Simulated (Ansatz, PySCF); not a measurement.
Gas-phase reaction in SMILES: COC=O [methyl formate] -> [CH2]OC=O + H atom (the C-H bond at the site shown breaks; other sites are not compared here)
Geometries: B3LYP-D3(BJ)/def2-TZVP minima from Ansatz (an electronic-structure program), one conformer each, not searched for the lowest.

Quantity: bond dissociation energy (electronic energy difference), in kcal/mol. Valence correlation only, unless marked. Open shells are spin-unrestricted. No spin-orbit coupling. No relativistic terms. CBS marks a two-point X^-3 extrapolation of the correlation energy; Hartree-Fock from the larger set. The bracket is a focal-point correction in the basis named.

| level | program | bond dissociation energy (kcal/mol) |
|---|---|---|
| HF/STO-3G | Ansatz | 106.1 |
| PBE0/6-31G* | Ansatz | 104.5 |
| PBE0/def2-QZVPP | Ansatz | 102.8 |
| TPSSh/def2-TZVPD | PySCF | 104.6 |

Problem. Predict the RI-MP2/CBS(cc-pVTZ,cc-pVQZ)+[CCSD(T)-MP2]/cc-pVTZ result (Ansatz).

Solution. 108.5 kcal/mol
